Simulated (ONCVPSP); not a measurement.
## Transferability test, ONCV potential for W

tungsten (W), optimised norm-conserving Vanderbilt (ONCV), made with ONCVPSP 4.0.1 (LDA (Perdew-Wang 92), scalar-relativistic). Core [Kr] 4d10 4f14, reference 5s2 5p6 5d4 6s1 (charge +1). Waves: 5s+6s: rc 2.05 bohr, ncon 5, nbas 8, qcut 5.6 1/bohr, 2 projectors; 5p: rc 1.60 bohr, ncon 4, nbas 8, qcut 8.1 1/bohr, 1 projector; 5d: rc 1.60 bohr, ncon 5, nbas 8, qcut 5.4 1/bohr, 1 projector. Local part: polynomial inside 1.40 bohr (lpopt 5, dvloc0 6 Ha). Core correction: none.

Energies are relative to the spin-unpolarised reference configuration 5s2 5p6 5d4 6s1; without spin polarisation the order of configurations can differ from experiment.

```json
{"valence configuration": "5s2 5p6 5d4 6s2", "charge": "0", "ΔE all-electron (eV)": "-9.125", "error AE − PS (meV)": "+3.0"}
{"valence configuration": "5s2 5p6 5d4 6s0", "charge": "+2", "ΔE all-electron (eV)": "16.018", "error AE − PS (meV)": "-5.3"}
{"valence configuration": "5s2 5p6 5d3 6s0", "charge": "+3", "ΔE all-electron (eV)": "41.724", "error AE − PS (meV)": "-9.9"}
```

(1) What are ΔE and the potential's error for 5s2 5p6 5d4 6s1 6p1?

Levels in the configuration 5s2 5p6 5d3 6s0:

```csv
level,all-electron (eV),pseudo (eV)
5s,-108.309,-108.422
5p,-72.121,-72.171
5d,-31.437,-31.441
```

Answers

(1) ΔE = -4.554 eV all-electron; the error (AE − PS) is +47 meV.
